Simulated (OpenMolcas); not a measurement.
# Bi: effect of the active space

| Item | Value |
| --- | --- |
| Program | OpenMolcas 26.06 |
| Method | CASSCF |
| Basis | ANO-R1 |
| Scalar Hamiltonian | X2C, finite nucleus |
| Spin-orbit coupling | state interaction with AMFI integrals over the reference wave functions, term energies averaged over their components |

A. 3 electrons in 3 orbitals (6p); 2S+1 = 4 odd, 1 root; 2S+1 = 2 odd, 8 roots; cost roughly 4 core-seconds
B. 5 electrons in 4 orbitals (6s 6p); 2S+1 = 4 odd, 1 root; 2S+1 = 2 odd, 8 roots; cost of the order of 10 core-seconds
C. 5 electrons in 8 orbitals (6s 6p 7s 7p); 2S+1 = 4 odd, 1 root; 2S+1 = 2 odd, 8 roots kept (CI in the orbitals of an earlier block); 2S+1 = 4 even, 3 roots (0 in the spin-orbit step); cost about 9 core-seconds

Energies in cm⁻¹ above 6s² 6p³ ⁴S°_3/2, the measured ground level; measured values from NIST Handbook of Basic Atomic Spectroscopic Data.

| Level | A | B | C | Measured |
| --- | --- | --- | --- | --- |
| 6s² 6p³ ⁴S°_3/2 | 0.0 | 0.0 | 0.0 | 0.0 |
| 6s² 6p³ ²D°_3/2 [68 %] | 12344 | 12324 | 11950 | 11419 |
| 6s² 6p³ ²D°_5/2 | 16488 | 16871 | 16564 | 15438 |
| 6s² 6p³ ²P°_1/2 | 25089 | 23093 | 22460 | 21661 |
| 6s² 6p³ ²P°_3/2 [67 %] | 32781 | 31399 | 30572 | 33165 |

Deviations, from unrounded energies. A percentage is the sum of absolute deviations over the sum of measured energies, with the sign that they share, or ± where signs differ.

| Against measurement | Levels | A | B | C |
| --- | --- | --- | --- | --- |
| mean absolute deviation (cm-1) | 4 | 1400 | 1400 | 1300 |
| other terms of the ground configuration (%) | 4 | ±7.1 | ±6.8 | ±6.2 |

C lies closest to measurement on these levels and A furthest from it. The largest miss of C in the table is 6s² 6p³ ²P°_3/2 [67 %], by -2600 cm-1. The ranking rests on the paired levels alone, and a cruder setting can come out closer through cancelling errors.

Among A to C the level of the table that moves most is 6s² 6p³ ²P°_1/2, by 2600 cm-1 (lowest in C, highest in A).

Spin-orbit splittings of 6p shells tend to come out small when the coupling is added on scalar orbitals. With the s shell closed, the reference lacks s² → p² mixing (holds for A). Some high roots are left out of the spin-orbit mixing, which shifts the levels that they would mix with (holds for C). Terms from blocks run as CI alone lack orbitals of their own (holds for C). Active for correlation alone: 7p 7s; no level in the range computed is led by a configuration that fills them, so any true level of that kind is missing (holds for C). Measured partners are found by configuration, term and J. A level has none where our copy of the source lacks it or the pairing is in doubt (some pairs that miss far off the trend of their configuration count as doubtful), and it then counts in no deviation. Only configurations of the active space appear.

A share in square brackets marks a mixed level and gives the weight of the term that names it, the lowest over the columns. ° marks odd parity.
